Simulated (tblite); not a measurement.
Compound: C₇H₁₀OSSi.
Numbering: `[CH3:1][S:2][c:3]1[cH:4][cH:5][cH:6][cH:7][c:8]1[O:9][SiH3:10]` (hydrogens: H11, H12, H13 on C1; H14 on C4; H15 on C5; H16 on C6; H17 on C7; H18, H19, H20 on Si10)

Computed with GFN2-xTB (tblite), gas phase: L-BFGS steps from a force-field or distance-geometry start until the largest atomic force falls under 0.01 eV/Å.

Step 6: E = -793.6624 eV
```
atom  x, y, z in Å  |  force x, y, z in eV/Å
C1      3.2342   -1.4098   -0.0732    0.101   0.030  -0.062
S2      1.4504   -1.7761   -0.1283   -0.173   0.083  -0.043
C3      0.6501   -0.1973   -0.0046   -0.046   0.103   0.064
C4      1.3470    0.9998    0.1172    0.061   0.080  -0.036
C5      0.7004    2.2223    0.2064    0.060  -0.083   0.069
C6     -0.6769    2.2532    0.1899   -0.035   0.112  -0.061
C7     -1.3844    1.0786    0.0630   -0.022  -0.027  -0.037
C8     -0.7567   -0.1517   -0.0261   -0.032  -0.093   0.042
O9     -1.5013   -1.2801   -0.1094    0.197  -0.161   0.011
Si10   -3.1223   -1.4774   -0.1846    0.246  -0.089   0.038
H11     3.5642   -1.2539    0.9531   -0.073  -0.012  -0.092
H12     3.7218   -2.2828   -0.4994   -0.057  -0.075   0.143
H13     3.4909   -0.5569   -0.6939   -0.122   0.020  -0.014
H14     2.4229    1.0044    0.1382    0.074  -0.080   0.034
H15     1.2628    3.1416    0.3020    0.037  -0.151  -0.015
H16    -1.2196    3.1770    0.2644   -0.013   0.215   0.009
H17    -2.4586    1.0942    0.0325   -0.027   0.125  -0.020
H18    -3.7548   -0.4335    0.5931   -0.364   0.163   0.198
H19    -3.4533   -2.7437    0.4312    0.254  -0.201   0.026
H20    -3.5220   -1.3972   -1.5747   -0.064   0.040  -0.252
```

Step 7: E = -793.6816 eV
```
atom  x, y, z in Å  |  force x, y, z in eV/Å
C1      3.2276   -1.4051   -0.0758    0.001  -0.054  -0.016
S2      1.4374   -1.7773   -0.1263   -0.012   0.146  -0.066
C3      0.6473   -0.1965   -0.0025   -0.075   0.095   0.063
C4      1.3491    0.9973    0.1186   -0.043   0.025  -0.033
C5      0.7067    2.2204    0.2078    0.042   0.001   0.065
C6     -0.6689    2.2593    0.1891   -0.214  -0.004  -0.075
C7     -1.3822    1.0859    0.0616    0.009  -0.039  -0.041
C8     -0.7586   -0.1459   -0.0241   -0.015  -0.090   0.046
O9     -1.5060   -1.2717   -0.0999    0.182  -0.161  -0.002
Si10   -3.1260   -1.4773   -0.1849    0.249  -0.125   0.070
H11     3.5468   -1.2440    0.9552   -0.046  -0.049  -0.181
H12     3.7042   -2.2845   -0.5017   -0.016  -0.068   0.203
H13     3.4975   -0.5596   -0.7008   -0.183   0.033  -0.009
H14     2.4204    0.9914    0.1415    0.224  -0.047   0.035
H15     1.2645    3.1416    0.3023    0.096  -0.146  -0.008
H16    -1.2119    3.1827    0.2632    0.006   0.231   0.007
H17    -2.4559    1.0853    0.0242   -0.048   0.224  -0.001
H18    -3.7765   -0.4411    0.5982   -0.315   0.079   0.135
H19    -3.4066   -2.7606    0.4342    0.219  -0.073  -0.046
H20    -3.5141   -1.3895   -1.5829   -0.060   0.022  -0.145
```

Step 8: E = -793.7003 eV
```
atom  x, y, z in Å  |  force x, y, z in eV/Å
C1      3.2208   -1.4014   -0.0791   -0.115  -0.107   0.005
S2      1.4242   -1.7755   -0.1259    0.133   0.160  -0.084
C3      0.6441   -0.1934    0.0010   -0.126   0.006   0.041
C4      1.3511    0.9947    0.1191   -0.023   0.071   0.002
C5      0.7127    2.2187    0.2106   -0.102   0.012   0.031
C6     -0.6650    2.2650    0.1866   -0.160   0.004  -0.054
C7     -1.3800    1.0932    0.0594   -0.076  -0.124  -0.048
C8     -0.7610   -0.1416   -0.0211    0.035  -0.040   0.041
O9     -1.5057   -1.2679   -0.0911    0.117  -0.115  -0.002
Si10   -3.1257   -1.4789   -0.1838    0.165  -0.092   0.073
H11     3.5296   -1.2355    0.9544   -0.010  -0.066  -0.206
H12     3.6873   -2.2882   -0.4998    0.023  -0.061   0.223
H13     3.5001   -0.5612   -0.7077   -0.219   0.018  -0.007
H14     2.4217    0.9779    0.1455    0.232  -0.008   0.030
H15     1.2680    3.1385    0.3023    0.162  -0.080   0.010
H16    -1.2044    3.1926    0.2621    0.040   0.166  -0.008
H17    -2.4542    1.0812    0.0163   -0.045   0.287   0.013
H18    -3.8037   -0.4472    0.6057   -0.183  -0.093   0.005
H19    -3.3573   -2.7787    0.4361    0.177   0.060  -0.117
H20    -3.5077   -1.3817   -1.5935   -0.024   0.001   0.051
```

Step 9: E = -793.7158 eV
```
atom  x, y, z in Å  |  force x, y, z in eV/Å
C1      3.2148   -1.4002   -0.0825   -0.174  -0.106   0.000
S2      1.4161   -1.7710   -0.1276    0.169   0.099  -0.093
C3      0.6403   -0.1905    0.0045   -0.013   0.025   0.024
C4      1.3537    0.9951    0.1193   -0.040  -0.010   0.033
C5      0.7139    2.2168    0.2134   -0.088   0.088  -0.002
C6     -0.6644    2.2703    0.1836   -0.171  -0.088  -0.035
C7     -1.3808    1.0960    0.0568   -0.029  -0.025  -0.026
C8     -0.7625   -0.1398   -0.0181    0.011   0.017   0.026
O9     -1.5009   -1.2696   -0.0853    0.033  -0.055   0.009
Si10   -3.1217   -1.4814   -0.1816    0.060  -0.021   0.043
H11     3.5180   -1.2311    0.9502    0.020  -0.053  -0.149
H12     3.6766   -2.2930   -0.4934    0.044  -0.059   0.192
H13     3.4966   -0.5617   -0.7125   -0.212  -0.013  -0.018
H14     2.4261    0.9683    0.1489    0.142   0.038   0.024
H15     1.2737    3.1338    0.3025    0.154  -0.048   0.022
H16    -1.1987    3.2035    0.2612    0.066   0.069  -0.026
H17    -2.4540    1.0850    0.0112   -0.090   0.279   0.013
H18    -3.8274   -0.4524    0.6117   -0.040  -0.245  -0.111
H19    -3.3200   -2.7911    0.4355    0.139   0.123  -0.147
H20    -3.5044   -1.3764   -1.6009    0.019  -0.015   0.222
```

Task: Estimate the geometry and energy of step 10. (The exact step hangs on the optimiser's Hessian estimate; all steps are aligned on step 9, rigid shifts and turns removed.)

Result: E = -793.7305 eV, largest force 0.392 eV/Å
```
atom  x, y, z in Å  |  force x, y, z in eV/Å
C1      3.2069   -1.4010   -0.0860   -0.148  -0.069  -0.017
S2      1.4119   -1.7649   -0.1314    0.092  -0.003  -0.093
C3      0.6377   -0.1864    0.0084    0.023  -0.020  -0.002
C4      1.3558    0.9954    0.1199    0.006   0.052   0.073
C5      0.7134    2.2169    0.2161   -0.099   0.031  -0.041
C6     -0.6679    2.2731    0.1800    0.041  -0.003   0.008
C7     -1.3822    1.0983    0.0540   -0.116  -0.016  -0.012
C8     -0.7644   -0.1387   -0.0148    0.029   0.060   0.005
O9     -1.4951   -1.2733   -0.0803   -0.010   0.036   0.026
Si10   -3.1157   -1.4840   -0.1787   -0.043   0.040   0.003
H11     3.5088   -1.2289    0.9434    0.044  -0.020  -0.040
H12     3.6687   -2.2987   -0.4832    0.053  -0.060   0.127
H13     3.4883   -0.5625   -0.7168   -0.180  -0.050  -0.041
H14     2.4325    0.9610    0.1524   -0.027   0.084   0.018
H15     1.2818    3.1279    0.3030    0.117   0.004   0.033
H16    -1.1928    3.2149    0.2599    0.072  -0.053  -0.049
H17    -2.4562    1.0950    0.0072   -0.079   0.229   0.010
H18    -3.8494   -0.4612    0.6151    0.078  -0.338  -0.182
H19    -3.2854   -2.7998    0.4319    0.098   0.120  -0.143
H20    -3.5017   -1.3722   -1.6032    0.050  -0.025   0.320
```

The energy changes by -0.0148 eV. The first-order estimate −F·Δx gives -0.0208 eV and the mean of the old and new forces, exact on a quadratic surface, -0.0148 eV. The step makes an angle of 61° with the force vector and moves no atom by more than 0.036 Å.

What follows is the cost of the whole relaxation. Hardware: one thread of an Intel Xeon 6975P-C (shared host). Cost: 1.1 s wall.
